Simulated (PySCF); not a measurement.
Compound: C₅H₁₄AlN.
Atom-mapped SMILES: `[CH3:1][N@@H+:2]([AlH3-:3])[CH:4]1[CH2:5][CH2:6][CH2:7]1` (hydrogens: H8, H9, H10 on C1; H11 on N2; H12, H13, H14 on Al3; H15 on C4; H16, H17 on C5; H18, H19 on C6; H20, H21 on C7)

Torsions of this conformer, `[CH3:1][N@@H+:2]([AlH3-:3])[CH:4]1[CH2:5][CH2:6][CH2:7]1`: C1–N2–C4–C5 169°.

The closed-shell ground state was solved at several levels (PySCF, density fitting, gas phase, non-relativistic). Isolated species at its PBE0-D3(BJ)/def2-SVP geometry (one conformer only).

| level | basis functions | HOMO (eV) | LUMO (eV) | gap (eV) | dipole (D) |
| --- | --- | --- | --- | --- | --- |
| PBE/pcSseg-1 | 196 | -6.02 | -0.31 | 5.71 | 5.57 |
| wB97X-D/def2-SVPD | 256 | -9.18 | 1.73 | 10.91 | 5.56 |

Q: What might PBE0/pcSseg-1 (196 basis functions) give for the same quantities?

A: HOMO -7.28 eV, LUMO 0.52 eV, gap 7.80 eV, dipole 5.64 D.

Q: Over all these levels, which gives the widest orbital gap and which the narrowest?

A: wB97X-D/def2-SVPD (range-separated hybrid) has the widest, 10.91 eV, and PBE/pcSseg-1 (GGA) the narrowest, 5.71 eV. Functional and basis both differ between the two, so the spread mixes both effects.

Q: How far do the dipole and the HOMO energy spread over the levels?

A: The dipole runs from 5.56 to 5.64 D (mean 5.59 D) and the HOMO from -9.18 to -6.02 eV.
